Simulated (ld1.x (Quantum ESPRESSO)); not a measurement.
## Varying the RRKJ potential for Ni

Base potential:

- Element: nickel
- Generator: ld1.x (Quantum ESPRESSO) 7.5
- Type: norm-conserving RRKJ (Kleinman–Bylander form)
- Functional: BLYP
- Relativity: scalar-relativistic
- Frozen core: [Ne]
- Valence charge: 18
- Reference configuration: 3s2 3p6 3d8 4s0 4p0 (charge +2)
- Partial waves: 3s (bound): rc 0.95 bohr; 3p (bound): rc 1.00 bohr; 3d (bound): rc 1.25 bohr
- Local potential: the d channel
- Core correction: none
- rho0: 0.005

Cutoffs, loose and tight: the cutoffs (Ry, on a coarse ladder) from which the occupation-weighted sum of valence levels, in a spherical-Bessel basis at the reference potential, stays within 10 and 1 mRy of its value at 400 Ry. They do not see the model core or the augmentation charge, which bear on the density cutoff. Test errors are all-electron minus pseudo excitation energies from the reference, over the configurations 3s2 3p6 3d8 4s2 4p0; 3s2 3p6 3d8 4s1 4p0; 3s2 3p6 3d7 4s0 4p0; 3s2 3p6 3d8 4s0 4p2; 3s2 3p6 3d6 4s0 4p0; 3s2 3p6 3d7 4s2 4p1; 3s2 3p6 3d8 4s1.5 4p0. A dash means not determined; rows that change the core or the reference have their own tests.

| change | outcome | cutoff, loose | cutoff, tight | bound ghosts | largest test error (meV) |
| --- | --- | --- | --- | --- | --- |
| base | generated | 160 Ry | 300 Ry | none | -748 |
| wave 3p (bound): rc 1.00 bohr becomes 3p (bound): rc 0.98 bohr | generated | 160 Ry | 300 Ry | none | -749 |
| wave 3p (bound): rc 1.00 bohr becomes 3p (bound): rc 1.14 bohr | generated | 160 Ry | 300 Ry | none | -747 |
| wave 3p (bound): rc 1.00 bohr becomes 3p (bound): rc 1.24 bohr | generated | 160 Ry | 300 Ry | none | -756 |
| wave 3p (bound): rc 1.00 bohr becomes 3p (bound): rc 1.36 bohr | generated | 160 Ry | 300 Ry | none | -788 |
| wave 3p (bound): rc 1.00 bohr becomes 3p (bound): rc 1.50 bohr | generated | 160 Ry | 300 Ry | none | -858 |

(1) What comes out with this change to the base: wave 3p (bound): rc 1.00 bohr becomes 3p (bound): rc 0.68 bohr?

(2) What comes out with this change to the base: wave 3p (bound): rc 1.00 bohr becomes 3p (bound): rc 0.80 bohr?

(3) What comes out with this change to the base: wave 3p (bound): rc 1.00 bohr becomes 3p (bound): rc 0.90 bohr?

Results:

(1) outcome: generated; cutoff, loose: 300 Ry; cutoff, tight: over 300 Ry; bound ghosts: none; largest test error (meV): -756.

(2) outcome: generated; cutoff, loose: 230 Ry; cutoff, tight: over 300 Ry; bound ghosts: none; largest test error (meV): -755.

(3) outcome: generated; cutoff, loose: 180 Ry; cutoff, tight: 300 Ry; bound ghosts: none; largest test error (meV): -752.

Reading the sweep of the p radius (base included, trends over the rows without a ghost): The loose cutoff falls from 300 Ry at 0.68 to 160 Ry at 1.5 bohr. A larger radius leaves more room for a smooth pseudo-wave, so fewer plane waves are needed; a smaller one forces it to follow the all-electron wave where it bends sharply. The median size of the test errors (rows with all tests solved) stays near 293.2 meV.
